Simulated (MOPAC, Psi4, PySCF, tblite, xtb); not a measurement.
Dimer H4O4Si ··· H3ClSi (SMILES O[Si](O)(O)O and [SiH3]Cl) at R = 3.89 Å between the centres of mass, closest contact 2.33 Å (lowest of the rigid-body minima from ten starts at GFN2-xTB). Geometry in Å and degrees:

```
O
H 1 0.9604
Si 1 1.6355 2 117.22
O 3 1.6354 1 106.44 2 -161.06
H 4 0.9604 3 117.23 1 37.00
O 3 1.6355 4 106.45 5 160.97
H 6 0.9604 3 117.23 4 -37.04
O 3 1.6355 4 115.71 5 -81.03
H 8 0.9604 3 117.21 4 -81.05
Cl 5 2.3250 4 154.15 3 -41.78
Si 10 2.0663 5 98.93 4 -24.10
H 11 1.4758 10 108.48 5 -18.68
H 11 1.4758 12 110.44 1 -48.66
H 11 1.4758 12 110.44 13 -122.46
```

Levels of theory: GFN2-xTB (tblite); SAPT0/jun-cc-pVDZ, frozen core (Psi4); BLYP/def2-TZVP, counterpoise-corrected (Psi4); BLYP-D3(BJ)/def2-TZVP, counterpoise-corrected (Psi4); PBE/def2-TZVP, counterpoise-corrected (Psi4); PBE-D3(BJ)/def2-TZVP, counterpoise-corrected (Psi4); HF/aug-cc-pVDZ, counterpoise-corrected (Psi4); MP2/aug-cc-pVDZ = DF-MP2/aug-cc-pVDZ, frozen core, counterpoise-corrected (Psi4 1.11); SCS-MP2/aug-cc-pVDZ = Psi4 with DF-SCS-MP2/aug-cc-pVDZ, frozen core, counterpoise-corrected; AM1, restricted, heats of formation (MOPAC); PM7, restricted, heats of formation (MOPAC); GFN1-xTB (xtb); RKS-B3LYP/6-31G* = PySCF 2.14.0 with restricted B3LYP/6-31G*, spherical d, no counterpoise correction.

Question: What interaction energy does each level give?

Answer: 
```json
[
 {"method": "GFN1-xTB", "E_int / kcal/mol": "-8.03"},
 {"method": "GFN2-xTB", "E_int / kcal/mol": "-5.32"},
 {"method": "BLYP-D3(BJ)/def2-TZVP", "E_int / kcal/mol": "-3.91"},
 {"method": "PBE-D3(BJ)/def2-TZVP", "E_int / kcal/mol": "-3.61"},
 {"method": "SAPT0/jun-cc-pVDZ", "E_int / kcal/mol": "-2.41"},
 {"method": "RKS-B3LYP/6-31G*", "E_int / kcal/mol": "-2.17"},
 {"method": "MP2/aug-cc-pVDZ", "E_int / kcal/mol": "-2.13"},
 {"method": "PM7", "E_int / kcal/mol": "-1.79"},
 {"method": "PBE/def2-TZVP", "E_int / kcal/mol": "-1.02"},
 {"method": "SCS-MP2/aug-cc-pVDZ", "E_int / kcal/mol": "-0.98"},
 {"method": "BLYP/def2-TZVP", "E_int / kcal/mol": "1.46"},
 {"method": "AM1", "E_int / kcal/mol": "1.80"},
 {"method": "HF/aug-cc-pVDZ", "E_int / kcal/mol": "1.95"}
]
```
